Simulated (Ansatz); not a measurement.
Program: Ansatz. Geometries: PBE0-D4/def2-TZVP. ΔE: electronic, gas phase. CBS: MP2 limit from def2 TZ/QZ plus the TZ coupled-cluster correction, frozen cores. This one scheme is used for every species. DFT in def2-TZVPP. HSE06 is defined as in plane-wave codes. One conformer a species, not always the lowest.

`OB(Cl)Cl` + `N#CCC(F)(F)F` → `N#CB(Cl)Cl` + `OCC(F)(F)F`  (formal exchange of groups at a B–O bond)

(1) Is it downhill or uphill in electronic energy at CCSD(T)/CBS, and by how much? (Estimate.)

(2) What do these levels give: PBE-D4, r2SCAN-D4, PBE0-D4, BLYP, HSE06, CAM-B3LYP, MP2/def2-SVP, HF/def2-TZVPP, SCS-MP2/def2-TZVPP, HF/def2-QZVPP, HF/CBS(def2), CCSD/CBS(def2)? (Estimate.)

(3) What do rigid-rotor, harmonic-oscillator terms from PBE0-D4/def2-TZVP frequencies (298.15 K, 1 bar) make of the CCSD(T)/CBS value? (Best estimate.)

Largest T1 diagnostic among the species: 0.014.

## Answers

(1) Computed: Uphill: ΔE = +38.3 kcal/mol.

(2) Ansatz gave: PBE-D4 36.8, r2SCAN-D4 38.5, PBE0-D4 38.4, BLYP 35.9, HSE06 38.3, CAM-B3LYP 38.7, MP2/def2-SVP 40.7, HF/def2-TZVPP 39.6, SCS-MP2/def2-TZVPP 38.2, HF/def2-QZVPP 39.7, HF/CBS(def2) 39.7, CCSD/CBS(def2) 38.8 kcal/mol.

(3) The calculation gave: ΔZPE = -0.3 kcal/mol, ΔH = +38.3 kcal/mol, ΔS = 1 J/(mol·K), ΔG = +38.2 kcal/mol.

At CCSD(T), def2-SVP lies +0.8 kcal/mol from the extrapolated value and def2-TZVPP −0.3 kcal/mol. From r2SCAN to r2SCAN0 (25 % exact exchange), in def2-TZVPP and without D4, ΔE moves by +1.1 kcal/mol.
